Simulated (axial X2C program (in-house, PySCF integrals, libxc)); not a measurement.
Excited states of InS⁻ by EOM-EE-CCSD

Computed with an in-house all-electron X2C program for linear molecules (integrals from PySCF): two-component X2C with atomic mean-field Coulomb and Gaunt terms, Gaussian nuclei, basis In dyall-acv3z, S dyall-av3z with contracted cores.

R = 2.325 Å (near the PBE0 minimum at charge -1 of the determinant lowest at the starting distance; the state shown can have its own minimum elsewhere).

Hartree–Fock spinors of InS⁻ (one of each Kramers pair; a window near the gap, which can cut inner shells):

```json
{"ω": "3/2", "occupied": "yes", "ε (eV)": "-22.03", "character": "99% In d"}
{"ω": "1/2", "occupied": "yes", "ε (eV)": "-17.33", "character": "70% S s, 10% In d, 9% In p"}
{"ω": "1/2", "occupied": "yes", "ε (eV)": "-6.85", "character": "49% S p, 41% In s, 4% S s"}
{"ω": "1/2", "occupied": "yes", "ε (eV)": "-3.46", "character": "78% S p, 11% In p, 6% In d"}
{"ω": "3/2", "occupied": "yes", "ε (eV)": "-3.42", "character": "78% S p, 11% In p, 6% In d"}
{"ω": "1/2", "occupied": "yes", "ε (eV)": "-2.73", "character": "35% In p, 32% S p, 26% In s"}
{"ω": "1/2", "occupied": "no", "ε (eV)": "2.75", "character": "89% In p, 8% In s"}
{"ω": "1/2", "occupied": "no", "ε (eV)": "2.80", "character": "99% In p"}
{"ω": "3/2", "occupied": "no", "ε (eV)": "2.80", "character": "99% In p"}
{"ω": "1/2", "occupied": "no", "ε (eV)": "3.74", "character": "81% In s, 10% In p, 5% S p"}
{"ω": "1/2", "occupied": "no", "ε (eV)": "4.92", "character": "50% In p, 42% In d, 5% S p"}
{"ω": "3/2", "occupied": "no", "ε (eV)": "4.96", "character": "49% In p, 44% In d, 5% S p"}
```

Vertical excitation energies from the closed-shell determinant state of InS⁻:

```csv
Ω,excitation (eV),cm⁻¹,hole of the leading pair,particle of the leading pair,weight of the pair (for Ω = 0 its time-reversed partner can hold as much again),singles weight
0⁻,2.225,17947,"35% In pσ, 30% In sσ, 28% S pσ","70% In pπ, 14% In dπ, 8% S pπ",0.47,0.95
0⁺,2.226,17957,"35% In pσ, 30% In sσ, 28% S pσ","70% In pπ, 14% In dπ, 8% S pπ",0.47,0.95
1,2.274,18343,"35% In pσ, 30% In sσ, 29% S pσ","70% In pπ, 14% In dπ, 8% S pπ",0.53,0.95
2,2.329,18781,"35% In pσ, 30% In sσ, 28% S pσ","71% In pπ, 14% In dπ, 7% S pπ",0.94,0.95
1,2.783,22444,"79% S pπ, 11% In pπ, 6% In dπ","73% In pπ, 12% S pπ, 7% S dπ",0.61,0.92
0⁻,2.795,22540,"78% S pπ, 11% In pπ","73% In pπ, 12% S pπ, 7% S dπ",0.24,0.92
1,2.838,22887,"38% S pσ, 34% In pσ, 22% In sσ","81% In pπ, 8% In dπ, 6% S pπ",0.52,0.93
1,2.907,23445,"35% In pσ, 32% S pσ, 27% In sσ","63% In pσ, 33% In sσ",0.90,0.94
0⁻,2.907,23449,"35% In pσ, 32% S pσ, 27% In sσ","63% In pσ, 33% In sσ",0.45,0.94
2,2.962,23890,"79% S pπ, 11% In pπ, 6% In dπ","75% In pπ, 10% S pπ",0.77,0.91
```

This point took 32 s on 1 thread of Arm Neoverse V1, with other jobs on the host.

Reference electrons by ω block (each with its −ω partner): 1/2: 22, 3/2: 9, 5/2: 2. 10 electrons of InS⁻ correlated (inner shells frozen), 88 natural virtual spinors (a truncated set); levels can be off by some tenths of an eV. Roots sought by Ω: (0: 5, 1: 4, 2: 3, 3: 1); rows need 60 % singles weight and stop where some Ω has no more roots. Missing are any skipped roots, higher Ω and states of a further excitation; these come out far too high here and may in truth be low or lowest. T1 of the reference 0.022 (Lee–Taylor). The highest Hartree–Fock level of the anion lies at -2.73 eV; relaxation, partly offset by correlation, puts the detachment threshold some tenths of an eV to over one eV lower in magnitude, and states above it are held by the basis set and are not bound. Number of frozen shells: In 4 s, 3 p, 2 d; S 2 s, 1 p.
